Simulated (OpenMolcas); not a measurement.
W3+: from CASSCF to CASPT2

| Quantity | Value |
| --- | --- |
| Program | OpenMolcas |
| Basis | ANO-RCC-VTZP [8s7p5d3f2g1h] |
| Scalar Hamiltonian | DKH2, point nucleus |
| Active space | 3 electrons in 5 orbitals (5d) |
| State averaging | 2S+1 = 4 even, 10 roots; 2S+1 = 2 even, 40 roots kept (CI in the orbitals of an earlier block) |
| Spin-orbit coupling | state interaction with AMFI integrals over the reference wave functions, term energies averaged over their components |

Methods on the same reference wave functions:
A. CASSCF
B. SS-CASPT2, IPEA 0.25 Eh, imaginary shift 0.1 Eh (closed shells correlated: 5s 5p)
C. MS-CASPT2, IPEA 0.25 Eh, imaginary shift 0.1 Eh (closed shells correlated: 5s 5p)

Energies in eV above 5d3 4F 3/2, the measured ground level; measured values from the list in J. Phys. B 45, 035001 (2012).

```json
{"Level": "5d3 4F 3/2", "A": "0.0000", "B": "0.0000", "C": "0.0000", "Measured": "0.0000"}
{"Level": "5d3 4F 5/2", "A": "0.4177", "B": "0.448", "C": "0.453", "Measured": "0.4386"}
{"Level": "5d3 4F 7/2", "A": "0.8341", "B": "0.858", "C": "0.863", "Measured": "0.8362"}
{"Level": "5d3 4F 9/2 [74 %]", "A": "1.1973", "B": "1.182", "C": "1.189", "Measured": "1.1476"}
{"Level": "5d3 4P 1/2 [59 %]", "A": "1.8373", "B": "1.605", "C": "1.544", "Measured": "1.4597"}
{"Level": "5d3 2G 7/2", "A": "2.2212", "B": "2.001", "C": "2.006", "Measured": "1.8921"}
{"Level": "5d3 2H 9/2 [53 %]", "A": "2.2956", "B": "2.104", "C": "2.136", "Measured": ""}
{"Level": "5d3 4P 5/2", "A": "2.4155", "B": "2.242", "C": "2.242", "Measured": "2.1313"}
{"Level": "5d3 2P 1/2 [59 %]", "A": "2.9288", "B": "2.542", "C": "2.431", "Measured": "2.2769"}
{"Level": "5d3 2H 11/2", "A": "3.1189", "B": "2.877", "C": "2.932", "Measured": "2.7553"}
{"Level": "5d3 2G 9/2 [51 %]", "A": "3.3559", "B": "3.134", "C": "3.160", "Measured": ""}
{"Level": "5d3 2D 5/2(1)", "A": "3.4287", "B": "3.044", "C": "3.066", "Measured": "2.8227"}
{"Level": "5d3 2P 3/2 [51 %]", "A": "3.8488", "B": "3.436", "C": "3.334", "Measured": ""}
{"Level": "5d3 2F 7/2", "A": "4.3519", "B": "3.825", "C": "3.830", "Measured": "3.5227"}
{"Level": "5d3 2F 5/2", "A": "4.3703", "B": "3.820", "C": "3.828", "Measured": "3.4638"}
{"Level": "5d3 2D 5/2(2)", "A": "6.5565", "B": "5.809", "C": "5.799", "Measured": "5.3669"}
{"Level": "5d3 2D 3/2(2)", "A": "6.5918", "B": "5.817", "C": "5.840", "Measured": ""}
```

Deviations, from unrounded energies. A percentage is the sum of absolute deviations over the sum of measured energies, with the sign that they share, or ± where signs differ.

| Against measurement | Levels | A | B | C |
| --- | --- | --- | --- | --- |
| mean absolute deviation (cm-1) | 12 | 3800 | 1400 | 1400 |
| fine structure of the ground term (%) | 3 | ±3.0 | +2.7 | +3.4 |
| other terms of the ground configuration (%) | 9 | +21.6 | +8.1 | +7.7 |

B, C lie about equally close to measurement and A furthest from it. The largest miss of C in the table is 5d3 2D 5/2(2), by +3500 cm-1. The ranking rests on the paired levels alone, and a cruder setting can come out closer through cancelling errors.

Between B and C the level of the table that moves most is 5d3 2P 1/2 [59 %], by 890 cm-1 (lowest in C, highest in B). Moves below CASPT2's spread within the term are not significant.

The mean deviations of B to C differ by less than CASPT2's widest spread within a term (2100 cm-1), so their order carries little weight.

From A to B the spin-free energies of the other terms of 5d3 shown, above 4F, scale by factors of 0.75 to 0.86, as is usual when dynamic correlation screens the repulsion within a d or f shell.

The lowest spin-free term lies below A's lowest term by 0.241 hartree in B, 0.241 hartree in C.

Term energies are means over components that CASPT2 splits; among the terms shown or strongly mixed into the levels shown the widest spread is 2100 cm-1 (5d3 2H, B). Terms from blocks run as CI alone lack orbitals of their own. The CASPT2 spread within a term exceeds the gap to the next term for 5d3 2P and 5d3 2H, 5d3 2H and 5d3 2D(1), so the order of their levels is uncertain (figures for B; the like holds for C). Without dynamic correlation excited terms often stand tens of per cent too high (terms of higher spin than the ground term too low), and those without a measured partner can miss by more than the paired ones (holds for A). Some levels mix across a computed gap that differs much from the measured one, so their mixing is not that of the real levels (holds for A). Measured partners are found by configuration, term and J. A level has none where our copy of the source lacks it or the pairing is in doubt (some pairs that miss far off the trend of their configuration count as doubtful), and it then counts in no deviation. Levels of configurations outside the active space are missing. The table leaves out levels that lie high or whose names do not pair safely across all columns.

A share in square brackets marks a mixed level and gives the weight of the term that names it, the lowest over the columns. A number in round brackets counts repeated terms of one configuration in the order of the reference energies.
